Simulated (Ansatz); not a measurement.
CH3AlO2S, SMILES `O=[C](S)[AlH][OH]` at its PBE0-D4/def2-TZVP geometry, where that method's forces vanish. Total charge 0; spin multiplicity 1.

```xyz
8

O    -1.0118    1.4316   -1.6208
C    -0.4054    1.0021   -0.6747
S     0.7460    2.0926    0.1994
Al   -0.6375   -0.9114   -0.0956
O     0.6432   -1.7128    0.6570
H     1.1083    1.1824    1.1181
H    -1.9843   -1.6770   -0.3463
H     1.5415   -1.4075    0.7630
```

(1) What forces (eV/Å) does PBE-D4/def2-TZVPP give on these atoms in Ansatz 0.2.0? (Best estimate.)

## Answers

(1) Ansatz gave: 
```
O1  -0.627  0.398 -0.957
C2   0.323 -0.498  0.648
S3   0.220  0.431  0.054
Al4 -0.211  0.204 -0.104
O5  -0.109 -0.407  0.141
H6   0.073 -0.195  0.183
H7  -0.109 -0.086 -0.024
H8   0.439  0.152  0.059
```
